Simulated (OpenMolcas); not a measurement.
# Ionisation energies of rubidium

```
Program             : OpenMolcas
Basis               : ANO-RCC [10s10p5d4f2g]
Scalar Hamiltonian  : DKH2, point nucleus
Spin-orbit coupling : RASSI with atomic mean-field integrals over the reference wave functions, term energies averaged over their components
```

Active shells in each charge state: the valence s, p, d shells, with orbitals averaged over the low states. Where CASPT2's correlated closed shells are named, they are those of the first ion.

A. CASSCF
B. SS-CASPT2, IPEA 0.25 Eh, imaginary shift 0.1 Eh (closed shells correlated: 4s 4p)
C. SS-CASPT2, IPEA 0.25 Eh, imaginary shift 0.1 Eh (closed shells correlated: 3d 4s 4p)
D. SS-CASPT2, IPEA 0 Eh, imaginary shift 0.1 Eh (closed shells correlated: 4s 4p)
E. SS-CASPT2, IPEA 0.25 Eh, imaginary shift 0.1 Eh (closed shells correlated: none)

Energies in eV between the lowest computed levels, named as in B; reference values from the NIST Atomic Spectra Database with their kind.

```csv
From,To,A,B,C,D,E,Spin-orbit share in B,Reference
Rb 5s 2S 1/2,Rb+ 4p6 1S0,3.799,4.117,4.129,4.146,3.799,+0.000,4.177 (measured)
```

Error against the reference values, in %:

```tsv
From	Reference	A	B	C	D	E
Rb	measured	-9.0	-1.4	-1.1	-0.7	-9.0
```

Absolute error against the one measured value: A 0.38 eV, B 0.06 eV, C 0.05 eV, D 0.03 eV, E 0.38 eV. D lies closest.

The lowest level within the active space need not be the ion's true ground level.
